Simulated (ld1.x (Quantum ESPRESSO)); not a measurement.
## gallium: excitation energies, all-electron against TM

Ga, norm-conserving Troullier–Martins (Kleinman–Bylander form), made with ld1.x (Quantum ESPRESSO) 7.5 (PBEsol, scalar-relativistic). Core [Ar] 3d10, reference 4s2 4p0.5 (charge +0.5). Waves: 4s (bound): rc 1.35 bohr; 4p (bound): rc 2.15 bohr; 4d channel at -0.05 Ry: rc 2.15 bohr. Local part: all-electron potential smoothed inside 2.10 bohr (lloc = -1). Core correction: Bessel-smoothed model core inside 1.40 bohr.

Energies are relative to the spin-unpolarised reference configuration 4s2 4p0.5; without spin polarisation the order of configurations can differ from experiment.

```json
{"valence configuration": "4s2 4p1", "charge": "0", "ΔE all-electron (eV)": "-2.027", "error AE − PS (meV)": "-1.2"}
{"valence configuration": "4s2 4p0", "charge": "+1", "ΔE all-electron (eV)": "3.653", "error AE − PS (meV)": "-4.7"}
{"valence configuration": "4s1 4p0", "charge": "+2", "ΔE all-electron (eV)": "24.788", "error AE − PS (meV)": "-154"}
{"valence configuration": "4s1 4p1", "charge": "+1", "ΔE all-electron (eV)": "11.057", "error AE − PS (meV)": "-38"}
{"valence configuration": "4s1 4p2", "charge": "0", "ΔE all-electron (eV)": "4.524", "error AE − PS (meV)": "-16"}
{"valence configuration": "4s2 4p1.3", "charge": "-0.3", "ΔE all-electron (eV)": "-2.558", "error AE − PS (meV)": "-2.1"}
{"valence configuration": "4s0 4p3", "charge": "0", "ΔE all-electron (eV)": "11.363", "error AE − PS (meV)": "-73"}
```

Levels in the configuration 4s0 4p3:

| level | all-electron (eV) | pseudo (eV) |
| --- | --- | --- |
| 4p | -4.023 | -4.041 |

Note: ghost state, extra bound levels that the all-electron valence spectrum of the same l lacks: d at -232.5 eV. A true bound ghost makes a file unfit for plane-wave use.
